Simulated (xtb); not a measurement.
Si(SH)4 (H4S4Si), SMILES S[Si](S)(S)S. All values are semi-empirical tight-binding results from xtb (GFN2-xTB unless named), good for trends rather than for accurate numbers. Geometry optimised at GFN2-xTB. One conformer was computed; it need not be the lowest.

Optimised geometry:

```xyz
9

S      0.2106     1.3413    -1.6783
Si    -0.0006     0.0003    -0.0007
S     -1.5904     0.7686     1.2407
S     -0.3840    -1.9690    -0.7967
S      1.7631    -0.1409     1.2354
H      0.2248     2.4521    -0.9601
H     -1.3785    -0.0560     2.2535
H     -1.3122    -1.5837    -1.6573
H      2.4854    -0.8173     0.3571
```

Problem. Estimate the properties. (Estimate from the structure and the level; the computed values follow.)

Solution. 
```
Quantity                                          Value
----------------------------------------  -------------
point group as xtb finds it                          S4
orbital gap                                     4.59 eV
zero-point energy                         22.7 kcal/mol
G − E(el) at 298.15 K (modified RRHO)     -0.1 kcal/mol
static polarisability (D4 model)            110.0 bohr³
solvation energy, GFN2-xTB/ALPB(water)    -2.3 kcal/mol
solvation energy, GFN2-xTB/ALPB(octanol)  -7.5 kcal/mol
```

Computed atomic charges and the Wiberg bond orders between heavy atoms:
charges (e) S1 -0.33, Si2 0.58, S3 -0.33, S4 -0.33, S5 -0.33, H6 0.18, H7 0.18, H8 0.18, H9 0.18. Bond orders S1–Si2 0.96, Si2–S3 0.96, Si2–S4 0.96, Si2–S5 0.96.
